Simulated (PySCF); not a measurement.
```xyz
8

C      1.1655    -0.2226     0.1413
C      0.0414     0.4091    -0.1757
N     -1.2284    -0.1381    -0.2095
H      2.1146     0.2849     0.0714
H      1.1703    -1.2574     0.4607
H      0.0745     1.4448    -0.4951
H     -1.9921     0.4976    -0.0586
H     -1.3457    -1.0183     0.2656
```

Charge 0, multiplicity 1.

Problem. Give the Mulliken and meta-Löwdin atomic charges from PySCF with CAM-B3LYP-D3(BJ)/def2-TZVP.

Solution. 
| atom | Mulliken (e) | meta-Löwdin (e) |
|---|---|---|
| C1 | -0.38 | -0.37 |
| C2 | 0.04 | 0.01 |
| N3 | -0.44 | -0.45 |
| H4 | 0.11 | 0.12 |
| H5 | 0.11 | 0.11 |
| H6 | 0.12 | 0.12 |
| H7 | 0.23 | 0.24 |
| H8 | 0.22 | 0.23 |
